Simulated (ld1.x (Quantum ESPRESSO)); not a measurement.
**C (Z = 6), ultrasoft: configuration errors across variants**

| Item | Value |
| --- | --- |
| Element | C |
| Generator | ld1.x (Quantum ESPRESSO) 7.5 |
| Type | ultrasoft |
| Functional | LDA (PZ) |
| Relativity | non-relativistic |
| Frozen core | [He] |
| Valence charge | 4 |
| Reference configuration | 2s2 2p0 (charge +2) |
| Partial waves | 2s (bound): rcut 0.85, rcutus 1.10 bohr; 2s channel at 2.3 Ry: rcut 0.85, rcutus 1.10 bohr; 2p (bound, empty): rcut 2.05, rcutus 2.85 bohr; 2p channel at -0.65 Ry: rcut 2.05, rcutus 2.85 bohr; 3d channel at 0.05 Ry: rcut 1.90, rcutus 2.50 bohr; 3d channel at 2.75 Ry: rcut 1.90, rcutus 2.50 bohr |
| Local potential | all-electron potential smoothed inside 2.85 bohr (lloc = -1) |
| Core correction | none |
| Augmentation charge | PSQ, radius 0.85 bohr |

All-electron excitation energies from the reference (eV): (1) 2s2 2p2 -35.254; (2) 2s2 2p1 -24.263; (3) 2s1 2p0 47.948; (4) 2s0 2p4 -18.767; (5) 2s2 2p2.3 -36.454; (6) 2s2 2p1.5 -31.224; (7) 2s1 2p3 -27.028; (8) 2s2 2p2 spin -36.383; (9) 2s2 2p1 spin -24.660.

Spin tests fill each open shell by Hund’s rule, majority spin first.

The overlap operator is not positive definite (basis up to 400 Ry) in “base”, “local potential all-electron potential smoothed inside 1.10 bohr (lloc = -1)”, “local potential all-electron potential smoothed inside 1.38 bohr (lloc = -1)”, “local potential all-electron potential smoothed inside 1.60 bohr (lloc = -1)”, “local potential all-electron potential smoothed inside 2.76 bohr (lloc = -1)”, “local potential all-electron potential smoothed inside 3.04 bohr (lloc = -1)”, “local potential all-electron potential smoothed inside 3.34 bohr (lloc = -1)”. Such files are unfit for use, however small their errors in these radial tests.

Tests that are not counted but printed errors over 1 eV. “local potential all-electron potential smoothed inside 2.10 bohr (lloc = -1)”: 2s2 2p2 (spin-polarised) (solver errors, printed error -130 eV); 2s0 2p4 (solver errors, printed error -105 eV); 3 more.

Errors AE − PS in meV (a dash: test not solved or not reliable):

```csv
change,(1),(2),(3),(4),(5),(6),(7),(8),(9),bound ghosts
base,+113,+53,+80,+268,+126,+85,+177,+254,+120,not determined (overlap not positive)
local potential all-electron potential smoothed inside 1.10 bohr (lloc = -1),+100,+53,+80,+236,+111,+79,+155,+243,+120,not determined (overlap not positive)
local potential all-electron potential smoothed inside 1.38 bohr (lloc = -1),+99,+53,+80,+233,+110,+79,+153,+242,+119,not determined (overlap not positive)
local potential all-electron potential smoothed inside 1.60 bohr (lloc = -1),+98,+53,+80,+231,+109,+78,+151,+241,+119,not determined (overlap not positive)
local potential all-electron potential smoothed inside 1.82 bohr (lloc = -1),+95,+52,+80,+227,+107,+76,+148,+239,+119,none
local potential all-electron potential smoothed inside 2.10 bohr (lloc = -1),–,+49,+80,–,–,+72,–,–,+117,none
local potential all-electron potential smoothed inside 2.40 bohr (lloc = -1),+113,+48,+80,+257,+137,+77,+173,+253,+117,none
local potential all-electron potential smoothed inside 2.76 bohr (lloc = -1),+116,+53,+80,+271,+131,+86,+180,+256,+120,not determined (overlap not positive)
local potential all-electron potential smoothed inside 3.04 bohr (lloc = -1),+109,+53,+80,+266,+120,+83,+174,+250,+119,not determined (overlap not positive)
local potential all-electron potential smoothed inside 3.34 bohr (lloc = -1),+83,+47,+80,+263,+88,+69,+160,+224,+114,not determined (overlap not positive)
```

(1) Give the same row for: local potential all-electron potential smoothed inside 2.56 bohr (lloc = -1).

Results:

(1) +118, +51, +80, +271, +138, +83, +181, +258, +119; bound ghosts: none.
